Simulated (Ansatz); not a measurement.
**What each rung costs, and what it gives**

The pair of K⁺ (SMILES [K+], atom 1) and BH3O3 (SMILES OB(O)O, atoms 2–8), both closed shells, in one local arrangement (a lower one may exist), relaxed at PBE0-D4/def2-TZVP:

```
8
angstrom
K 0.1010 0.0505 -2.9621
O 0.4404 -1.0042 -0.4603
B -0.0401 0.0702 0.2588
O -0.4382 1.0995 -0.5634
O -0.1510 0.2033 1.5931
H 0.7376 -1.7623 0.0465
H -0.7762 1.8575 -0.0775
H 0.1267 -0.5146 2.1649
```

Interaction energies are counterpoise-corrected; the time is that of the whole pair.

Ansatz 0.2.0; basis: as named in each row; cores frozen in the correlated methods. The outer core shell of Li, Na, Mg and K is correlated. The def2 sets are not built for correlating such inner shells, so the correlated values are less sure here. B3LYP uses VWN-RPA correlation. Extrapolation: Hartree–Fock as exp(−7.88 √X), correlation as X^−2.97.

Times are rough, for one single point on 4 threads of a shared host (Intel Xeon 6975P-C).

The estimate by CCSD(T) at an estimated basis limit (MP2 extrapolated from triple and quadruple zeta, plus CCSD(T) − MP2 in triple zeta) is -114.3 kJ/mol.

```tsv
method	basis	time (s)	interaction energy (kJ/mol)	method less estimate
HF	STO-3G	under 1	-114.5	-0.2
PBE-D4	STO-3G	under 1	-143.4	-29.1
SPW92	def2-SVP	under 1	-138.6	-24.3
PBE-D4	def2-SVP	under 1	-122.8	-8.5
PBE0-D4	def2-SVP	under 1	-125.3	-11.0
B3LYP-D4	6-31G	under 1	-150.7	-36.4
PBE-D4	def2-TZVPPD	1	-109.9	4.4
revPBE-D4	def2-TZVPPD	2	-102.4	11.9
B3LYP-D4	def2-TZVPPD	2	-112.8	1.5
BLYP-D4	def2-TZVPPD	2	-108.5	5.8
PBE0-D4	def2-TZVPPD	2	-112.6	1.7
HSE06-D4	def2-TZVPPD	2	-112.6	1.8
wB97M-V	def2-SVP	2	-127.8	-13.4
CCSD(T)	def2-SVP	2	-118.4	-4.1
r2SCAN-D4	def2-TZVPPD	2	-112.3	2.1
B2PLYP	def2-TZVPPD	3	-109.8	4.5
B97M-V	def2-TZVPPD	4	-112.5	1.8
wB97X-V	def2-TZVPPD	4	-113.8	0.5
wB97M-V	def2-TZVPPD	5	-114.1	0.2
MP2	def2-QZVPPD	10	-112.9	1.4
CCSD(T)	def2-TZVPPD	36	-108.6	5.8
```

The T1 diagnostic stays at or below 0.013.
